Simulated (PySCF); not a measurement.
## Frontier orbitals and the lowest excitations

Species: (OH)2Al-S-SiH3.
Geometry (PBE0-D3(BJ)/def2-SVP, Å), atoms numbered from 1 in this order:
```
atom  x, y, z in Å
Al1   -0.7515    0.2769    0.9966
O2    -1.9583    0.5135    2.1609
O3     0.6469    1.2299    0.9639
S4    -0.8694   -1.2417   -0.5495
Si5    0.9405   -0.7710   -1.6272
H6    -2.7893    0.0417    2.2275
H7     0.8679    1.9582    1.5449
H8     0.9657   -1.7275   -2.7720
H9     0.9191    0.6230   -2.1542
H10    2.1529   -0.9797   -0.7866
```

Method: PySCF, TDDFT CAM-B3LYP/def2-SVPD, vertical, gas phase, core orbitals frozen in the response.

Kohn–Sham orbitals with the atoms that hold most of them (Löwdin shares over 4%, at most four atoms; ? is withheld):

| orbital | ε (eV) | atoms |
| --- | --- | --- |
| HOMO-3 | -10.92 | O3 49%, O2 35%, Al1 6% |
| HOMO-2 | -10.79 | S4 42%, Si5 21%, O2 18%, H8 9% |
| HOMO-1 | -10.00 | ? |
| HOMO | -8.88 | ? |
| LUMO | ? | Al1 55%, S4 13%, O2 9%, O3 8% |
| LUMO+1 | 0.82 | S4 30%, Si5 23%, Al1 9%, O3 7% |
| LUMO+2 | 1.11 | Al1 33%, S4 25%, O3 14%, O2 14% |

Task: Give the leading atoms of the HOMO.

Result: S4 (bonded to Al and Si) 71%; Si5 (bonded to S and 3 H) 12%; Al1 (bonded to 2 O and S) 7%.

Task: Which atoms hold the HOMO-1, and with what shares?

Result: S4 (bonded to Al and Si) 54%; Si5 (bonded to S and 3 H) 15%; Al1 (bonded to 2 O and S) 9%; H8 (bonded to Si) 7%.

Task: What is the LUMO energy, and the HOMO–LUMO gap?

Result: ε(LUMO) = -0.23 eV; the gap is 8.66 eV (0.3182 hartree).

Task: How does S1 compare with the orbital gap of 8.66 eV?

Result: S1 is at 5.70 eV (f = 0.024), 2.95 eV below the gap, made of HOMO→LUMO (89%). Without the coupling terms of the response equations the lowest excitation would equal the gap.

Task: Give energy, strength and leading configuration of S1, S2 and S8, and follow the Löwdin shares of the leading atoms from the occupied to the empty orbital.

Result: 
- S1 (5.70 eV, f 0.024), HOMO→LUMO (89%): S4 71% → 13%, Si5 12% → at most 8%, Al1 7% → 55%
- S2 (6.46 eV, f 0.0042), HOMO→LUMO+1 (82%): S4 71% → 30%, Si5 12% → 23%
- S8 (7.57 eV, f 0.086), HOMO-2→LUMO (78%): S4 42% → 13%, Si5 21% → at most 8%, Al1 at most 10% → 55%

Hardware: Intel Xeon Platinum 8488C, one thread, no GPU, shared host. Cost: 70 s wall (with the writing of density and orbital grids), 0.82 GiB resident at most.

One conformer stands for the species.
